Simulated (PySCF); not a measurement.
Method: PySCF with PBE-D3(BJ)/def2-TZVP // TPSS-D3(BJ)/def2-SVP. All species are isolated molecules in the gas phase. One relaxed conformer stands for a flexible species; it need not be the lowest. 

Reference species: [Ti(OH)3(NH2)] (neutral, multiplicity 1).

| Property | Value |
|---|---|
| charge on the central atom (Mulliken) | 1.31 e |
| mean distance from the central atom to its bonded neighbours | 1.831 Å |

Changed species: [Ti(OH)4] (0 of 4 OH replaced by NH2; the reference has 1 of 4 OH replaced by NH2).

Problem. What does the change do to the charge on the central atom (Mulliken) and mean distance from the central atom to its bonded neighbours?

Solution. the charge on the central atom (Mulliken) hardly moves; the mean distance from the central atom to its bonded neighbours falls by 0.023 Å, to 1.808 Å.
